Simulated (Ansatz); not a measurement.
A structure relaxed at r2SCAN-D4/def2-TZVPD in Ansatz, charge -1, singlet:

```xyz
7

Ag    1.437   -0.749    1.901
Ag   -0.864   -0.572    0.283
Ag   -1.022    1.022   -2.036
H    -1.901   -0.117   -1.016
H    -0.230   -1.295    1.714
H     2.994   -0.377    2.286
H    -0.414    2.088   -3.133
```

(1) Give its formula and point group.

(2) Summarise the bond lengths by kind (pairs closer than 1.2 times the sum of covalent radii, bridged metal pairs left out).

Results:

(1) Ag₃H₄⁻. Point group C2v (tolerance 0.1 Å).

(2) 6 × Ag–H 1.65 to 1.76 Å.

In the def2 sets Ag takes a core potential; there is no spin–orbit coupling. Another isomer (singlet) lies 0.04 eV lower at PBE0-D4/def2-TZVPD; other spin states weren't run for this one.
